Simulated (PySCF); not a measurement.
PySCF 2.14 output of an unrestricted BP86 calculation on a single atom or ion in x2c-TZVPPall, with scalar relativity by spin-free X2C-1e:

```
SCF conv_tol = 1e-09
number electrons alpha = 37  beta = 34
    A. D. Becke.,  Phys. Rev. A 38, 3098 (1988)
    J. P. Perdew.,  Phys. Rev. B 33, 8822 (1986)
cycle= 1 E= -16143.6515258  delta_E= -0.0277  |g|= 0.315  |ddm|= 0.317
cycle= 2 E= -16143.6489709191  delta_E= 0.00255  |g|= 0.35  |ddm|= 0.247
cycle= 3 E= -16143.6596951562  delta_E= -0.0107  |g|= 0.00477  |ddm|= 0.141
cycle= 4 E= -16143.6596998984  delta_E= -4.74e-06  |g|= 0.000865  |ddm|= 0.00475
cycle= 5 E= -16143.6596999936  delta_E= -9.52e-08  |g|= 3.52e-05  |ddm|= 0.000497
cycle= 6 E= -16143.6596999937  delta_E= -1.2e-10  |g|= 4.72e-07  |ddm|= 1.75e-05
converged SCF energy = -16143.6596999937  <S^2> = 3.7509688  2S+1 = 4.0004844
```

The run itself started from symmetry-adapted Hartree-Fock orbitals and held the occupation by maximum overlap, on a logarithmic radial grid, so the iterations belong to that start.

Problem. Which element, charge and spin multiplicity is this?

Solution. W³⁺ (tungsten, charge +3), multiplicity 4; the state was [Xe] 4f14 5d3, high-spin 4F determinant.

Spin-orbit coupling, absent here, splits the open shell strongly.
